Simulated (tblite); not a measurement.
Isomers of C6H8NO2P. Level: GFN2-xTB in tblite, geometry and Hessian alike; calculated harmonic values, unscaled, isolated species. The method is semi-empirical: single wavenumbers can be off by several per cent or more. One conformer each.

Electronic energies: GFN2-xTB at the same geometries; isomer energies are rough at this level and their order can be wrong.

```
               SMILES  electronic energy, lowest = 0 (kcal/mol)
 C[P@](=O)(O)c1ccccn1                                       0.6
C[P@@](=O)(O)c1cccnc1                                       0.0
 C[P@](=O)(O)c1ccncc1                                       0.2
```

**Question.** How do GFN2-xTB zero-point energies change the relative energies?

**Answer.** 
| SMILES | ZPE (kcal/mol) | of it from modes above 1550 cm⁻¹ | electronic (kcal/mol) | with ZPE, lowest = 0 (kcal/mol) | lowest mode (cm⁻¹) | rings |
| --- | --- | --- | --- | --- | --- | --- |
| C[P@@](=O)(O)c1cccnc1 | 82.0 | 40.2 | 0.0 | 0.0 | 30 | 1 |
| C[P@](=O)(O)c1ccncc1 | 82.0 | 40.2 | 0.2 | 0.1 | 32 | 1 |
| C[P@](=O)(O)c1ccccn1 | 82.0 | 40.2 | 0.6 | 0.6 | 33 | 1 |

The zero-point energies span 0.0 kcal/mol, from `C[P@](=O)(O)c1ccncc1` to `C[P@@](=O)(O)c1cccnc1`. The order is unchanged.

**Question.** What do entropy and thermal enthalpy add at 298.15 K and 1 bar (rigid rotor, harmonic oscillator, one conformer each)?

**Answer.** 
| SMILES | point group | symmetry number | S (cal/(mol K)) | H − H(0) (kcal/mol) | ZPE + H − H(0) − TS (kcal/mol) |
| --- | --- | --- | --- | --- | --- |
| C[P@@](=O)(O)c1cccnc1 | C1 | 1 | 101.9 | 7.27 | 58.9 |
| C[P@](=O)(O)c1ccncc1 | C1 | 1 | 101.7 | 7.26 | 58.9 |
| C[P@](=O)(O)c1ccccn1 | C1 | 1 | 101.6 | 7.25 | 59.0 |
